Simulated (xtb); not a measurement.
H₆O₇Si₂, charge -1, doublet, geometry from GFN2-xTB (a state made from the parent by changing its charge; the spin is typed, not shown lowest).

Input for xtb:
```
$ xtb mol.xyz --gfn 1 --chrg -1 --uhf 1 --gbsa methanol --json

# file mol.xyz
15

O      2.75559159     0.36519447     0.51794556
Si     1.26227498    -0.26258857     0.26144375
O      1.44514387    -1.60995694    -0.66316179
O      0.66798058    -0.61110425     1.74775740
O      0.30807010     0.77606306    -0.49096748
Si    -1.36067091     0.43686283    -0.65821033
O     -1.79411410     2.13196036    -0.50947530
O     -1.19485495    -1.30943573    -1.01846952
O     -1.89794818     0.01764981     0.92345541
H      3.37339596     0.08807722    -0.14903076
H      0.57187403    -1.75915530    -1.07362047
H     -0.29361179    -0.46460354     1.70940774
H     -1.07841442     2.66063400    -0.14967129
H     -1.30420585    -1.83958334    -0.22517351
H     -2.21044649     0.79182549     1.38614574
```

### Question
Give the total energy at the level GFN1-xTB with GBSA(methanol) (xtb).

### Answer
-40.5537 Eh

### Question
What is the computed partial charges in atom order (GFN1-xTB with GBSA(methanol))?

### Answer
O1 -0.58, Si2 0.62, O3 -0.60, O4 -0.59, O5 -0.46, Si6 0.47, O7 -0.67, O8 -0.66, O9 -0.63, H10 0.37, H11 0.38, H12 0.38, H13 0.32, H14 0.33, H15 0.33
